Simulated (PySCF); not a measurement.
## Calculated data, CH4Al2N

All values are calculated (PySCF 2.14.0). Calculation on a computer-drawn molecule: the log of a Hartree-Fock and frozen-core CCSD(T) single point meant for a local Hartree-Fock minimum, with one planted fault or none, to be diagnosed. Offsets are logged minus clean, where the clean run is the same molecule without the fault. The reference is restricted for singlets and unrestricted otherwise, and also for a bond in bohr or an excited solution. Adding or removing an electron swaps singlet and doublet. The excited solution moves the top pair (singlet) or top alpha electron (doublet) to the lowest empty orbital. Highest occupied and lowest empty are orbital energies over both spins, largest force is the largest gradient component, triples share is (T) over the correlation energy, the T1 limit is 0.02 restricted and 0.045 unrestricted, electrons count all cores, a negative frequency is imaginary (commonest isotopes), and the dipole is about the centre of nuclear charge.

## CH4Al2N

Logged structure:
```xyz
8
CH4Al2N
C     -1.4135    -0.8372    -1.4275
Al     0.1250     0.0147    -0.6408
N      1.4585     0.7521     0.0399
Al     2.7846     1.4848     0.7161
H     -1.0975    -1.5629    -2.1804
H     -2.0539    -0.0918    -1.9045
H     -1.9905    -1.3564    -0.6589
H      4.0164     2.1660     1.3457
```

```
meant charge                      : 1
meant multiplicity                : 1
meant basis                       : cc-pV(D+d)Z
logged electrons                  : 42
logged basis functions            : 32
logged SCF converged              : yes
logged spin squared               : 0
logged highest occupied           : -11.186 eV
logged lowest empty               : 2.8506 eV
logged largest force              : 0.033653 hartree/bohr
logged T1 diagnostic              : 0.024536
logged D1 diagnostic              : 0.070395
logged triples share              : 0.051349
logged CC converged               : yes
logged dipole magnitude           : 2.6426 debye
logged SCF stable within its kind : yes
logged energy HF                  : -571.37997 hartree
logged energy CCSD(T)             : -571.60836 hartree
possible faults                   : no fault, one electron removed, one electron added, multiplicity raised by two, geometry at a saddle point, SCF held on an excited solution, minimal basis STO-3G, one bond length entered in bohr, all coordinates scaled
```

Drawn bonds:
```csv
atom,other atom,order
1,2,1
2,3,1
3,4,2
1,5,1
1,6,1
1,7,1
4,8,1
```

Notes: T1 above single-reference limit.

To be estimated
1. CH4Al2N: planted fault?

Calculated values
1. minimal basis STO-3G

Further results for CH4Al2N:

```
HF energy offset from clean run      : 4333 kcal/mol
CCSD(T) energy offset from clean run : 4475 kcal/mol
```
